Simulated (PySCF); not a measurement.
Input of a driver script around PySCF for `O=c1c(Cl)c1Br`, coordinates in Å (PBE0-D3(BJ)/def2-SVP geometry):
```
{"job": {"kind": "eom", "basis": "aug-cc-pVDZ", "nee": 0}, "charge": 0, "multiplicity": 1}
O     -0.353001     2.148515    -0.159701
C     -0.171778     0.976115    -0.078264
C     -0.591276    -0.399284    -0.237059
Cl    -1.703677    -1.580307    -0.675093
C      0.641021    -0.175255     0.252966
Br     2.176430    -0.971597     0.876002
```

Task: What does the run print?

Result: 
```
E(HF) = -3220.2796086401
E(MP2) = -3221.1433141901
E(CCSD) = -3221.1611621104
T1 diagnostic = 0.0146

EOM-IP-CCSD (eV)   Koopmans (eV)
   9.7541      11.0966
  10.4327      11.0044
  11.5564      12.5181
  12.6167      13.5753
  12.7579      14.0481
  13.4926      14.7511
  15.0225      16.7080
  15.0985      17.0273
```

Computed, not measured: CCSD and EOM-CCSD/aug-cc-pVDZ in PySCF, restricted Hartree–Fock reference, frozen core, non-relativistic, gas phase, PBE0-D3(BJ)/def2-SVP geometry. Each EOM-IP line stands beside −ε of the orbital with the largest one-hole amplitude.

Task: What correlation energies follow, and how does the T1 diagnostic stand?

Result: MP2 -0.86371 Eh, CCSD -0.88155 Eh; CCSD lies 17.8 mEh below MP2. T1 = 0.0146, below the customary warning level of 0.02.

Task: Which orbital leads each EOM-IP root, and how large is the one-hole share of its vector?

Result: 9.75 eV: HOMO-1, one-hole share 0.95; 10.43 eV: HOMO, one-hole share 0.95; 11.56 eV: HOMO-2, one-hole share 0.95; 12.62 eV: HOMO-3, one-hole share 0.94; 12.76 eV: HOMO-4, one-hole share 0.94; 13.49 eV: HOMO-5, one-hole share 0.93; 15.02 eV: HOMO-6, one-hole share 0.94; 15.10 eV: HOMO-7, one-hole share 0.93.

The run took 7.9 min wall on Arm Neoverse V1, one thread (shared host).
